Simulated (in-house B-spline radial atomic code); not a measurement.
Ionising Ni²⁺ with different functionals

Computed with a radial B-spline atomic code at the basis-set limit: scalar-relativistic (spin-free X2C) Hamiltonian, Fermi nucleus of rms radius 3.7757 fm, spin-polarised at highest spin, spherical fractional occupations for the functionals, the average over the highest-spin determinants for Hartree-Fock. The ionisation energy is the difference of two self-consistent energies, [Ar] 3d8 → [Ar] 3d7, without Breit or QED terms; ε is the level of the shell that loses the electron (its least bound occupied spin orbital).

Hybrids are left out here: with spherical fractional occupations of an open shell their exact exchange keeps a self-interaction that integer-occupation calculations don't have.

```csv
method,rung,ΔSCF (eV),-ε(3d) (eV)
Hartree-Fock,Hartree-Fock,32.68,36.13
LDA VWN5,LDA,36.34,27.63
LDA PW92,LDA,36.34,27.63
LDA exchange-only,LDA,?,?
PBE,GGA,35.93,27.23
PBEsol,GGA,35.90,27.20
BLYP,GGA,35.95,27.27
RPBE,GGA,35.80,27.10
PW91,GGA,36.05,27.34
BP86,GGA,36.04,27.34
AM05,GGA,35.92,27.22
OLYP,GGA,35.86,27.13
TPSS,meta-GGA,35.69,26.99
SCAN,meta-GGA,35.47,26.89
r2SCAN,meta-GGA,35.50,26.91
revTPSS,meta-GGA,?,?
```

What does revTPSS give?

ΔSCF 35.52 eV, and -ε(3d) = 26.86 eV.

What does LDA exchange-only give?

ΔSCF 34.45 eV, and -ε(3d) = 25.88 eV.

How do they compare with the NIST value?

NIST lists 35.19 eV ± 0.019 (measured, ground level to ground level). Errors run from -2.51 to +1.15 eV; SCAN is closest (+0.28 eV), but part of that can be cancellation, since the calculations leave out spin-orbit coupling, Breit-QED terms, multiplet and fine-structure energies. Hartree-Fock also lacks correlation.
